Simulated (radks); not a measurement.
Excited configurations of Ar I: one electron is placed in a higher orbital outside [Ne] 3s2 3p5. The ground configuration is [Ar]. Calculated with a radial shooting solver on a logarithmic mesh with Libxc functionals: scalar-relativistic Kohn-Sham, r2SCAN, spin-polarised, spherical densities, finite nucleus; open shells are filled with parallel spins first; meta-GGA in the generalised Kohn-Sham scheme; Fermi nuclear charge, rms radius 3.4274 fm. Excitation = E - E(ground); binding = E(ion) - E, where the ion is the core of charge +1; n* = 1/sqrt(2 binding) in atomic units, and the quantum defect is n - n*.

| outer orbital | excitation (eV) | binding (eV) | n* | quantum defect | eigenvalue (eV) | <r> (bohr) |
|---|---|---|---|---|---|---|
| 3d | 14.372 | 1.783 | 2.762 | 0.238 | -0.610 | 8.178 |
| 4s | 12.035 | 4.121 | 1.817 | 2.183 | -2.506 | 5.151 |
| 6d | 15.615 | 0.541 | 5.017 | 0.983 | -0.338 | 38.04 |

Estimate the row for 5p.

Answer. excitation (eV) 14.825; binding (eV) 1.331; n* 3.198; quantum defect 1.802; eigenvalue (eV) -0.815; <r> (bohr) 15.16. The Delta-SCF ionisation energy is 16.156 eV (NIST Atomic Spectra Database: 15.760 eV, measured). Self-interaction in the functional shifts the binding energies and quantum defects, so they are the method's values and not measured ones. Open shells are spherical and high-spin; term and fine-structure splittings are not resolved.
